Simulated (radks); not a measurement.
Species: Os4+. Configuration: [Xe] 4f14 5d4. Calculated with a radial shooting solver on a logarithmic mesh with Libxc functionals: scalar-relativistic Kohn-Sham, MS2 meta-GGA, spin-unpolarised, spherical densities, finite nucleus; meta-GGA in the generalised Kohn-Sham scheme; Fermi nuclear charge, rms radius 5.4126 fm. Some entries of the table are withheld. Estimate them.

orbital,occ.,eigenvalue (eV),<r^2> (bohr^2),<1/r> (bohr^-1)
1s,2,-73945.58,0.0004333,90.45
2s,2,-12926.48,0.006635,21.19
2p,6,(1),0.005532,19.05
3s,2,-3049.037,0.04290,(2)
3p,6,-2557.230,0.04384,7.213
3d,10,-2008.614,0.03639,6.801
4s,2,-682.7305,0.2101,3.342
4p,6,-521.1255,0.2394,3.032
4d,10,-320.3458,0.2763,2.706
5s,2,-137.2225,1.123,1.336
4f,14,-98.0563,0.3791,2.243
5p,6,-95.9510,1.488,1.142
5d,4,-48.1290,2.695,0.8375

Answer. 
(1) 2p eigenvalue (eV): -11257.24
(2) 3s <1/r> (bohr^-1): 7.854
